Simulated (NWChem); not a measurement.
System: SiHCl, singlet; SMILES [SiH]Cl

```xyz
3

Si    -0.1084    -1.1138     0.0000
H      1.4108    -1.3140     0.0000
Cl    -0.0105     0.9944     0.0000
```
Atoms are numbered in this order, from 1.

Low-valent species are run as closed-shell singlets; no triplet was tried in these runs. Structure relaxed at the B3LYP/6-31G* (spherical d) level.

Question: Give the principal values of the shielding tensors (ppm) of Si1, Cl3 from PBE0/pcSseg-1, GIAO (NWChem), with their diamagnetic and paramagnetic parts as GIAO splits them.

Answer: 
```
atom      σ11    σ22     σ33  isotropic  diamagnetic  paramagnetic
----  -------  -----  ------  ---------  -----------  ------------
Si1   -1256.1  150.1   280.8     -275.1        874.1       -1149.2
Cl3    -483.7  260.4  1190.9      322.5       1148.3        -825.8
```
